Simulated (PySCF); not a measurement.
MgCl2, SMILES [Cl][Mg][Cl].

Geometry optimised at ωB97X-D3(BJ)/def2-TZVP. The isomer is the one that the SMILES or the coordinates give; other isomers of the formula were not compared.

Calculation: TDDFT-PBE/def2-TZVPD run with PySCF 2.14.0.

Vertical excitations; the highest root listed may be one member of a degenerate set.  State labels are in the subgroup D2h.

```
state  symmetry  energy (eV)  λ (nm)      f                                                main pairs
-----  --------  -----------  ------  -----  --------------------------------------------------------
S1          B2g         5.17     240  0.000                              HOMO−1→LUMO (degenerate set)
S2          B3g         5.17     240  0.000                                HOMO→LUMO (degenerate set)
S3          B2u         5.33     233  0.063                              HOMO−3→LUMO (degenerate set)
S4          B3u         5.33     233  0.063                              HOMO−2→LUMO (degenerate set)
S5          B1u         6.29     197  0.139                                          HOMO−4→LUMO 82 %
S6           Au         6.72     184  0.000                      HOMO→LUMO+2 50 %, HOMO−1→LUMO+1 50 %
S7           Au         6.73     184  0.000               HOMO−1→LUMO+1, HOMO→LUMO+2 (degenerate set)
S8          B1u         6.73     184  0.000               HOMO→LUMO+1, HOMO−1→LUMO+2 (degenerate set)
S9           Ag         6.79     182  0.000  HOMO−5→LUMO 69 %, HOMO−2→LUMO+2 16 %, HOMO−3→LUMO+1 16 %
S10          Ag         6.81     182  0.000                    HOMO−3→LUMO+1 50 %, HOMO−2→LUMO+2 50 %
T1          B2g         5.01     248      0                              HOMO−1→LUMO (degenerate set)
T2          B3g         5.01     248      0                                HOMO→LUMO (degenerate set)
T3          B2u         5.08     244      0                              HOMO−3→LUMO (degenerate set)
T4          B3u         5.08     244      0                              HOMO−2→LUMO (degenerate set)
```
Triplets are in the Tamm–Dancoff approximation, which puts them higher than full response would, so one can lie above its singlet here.
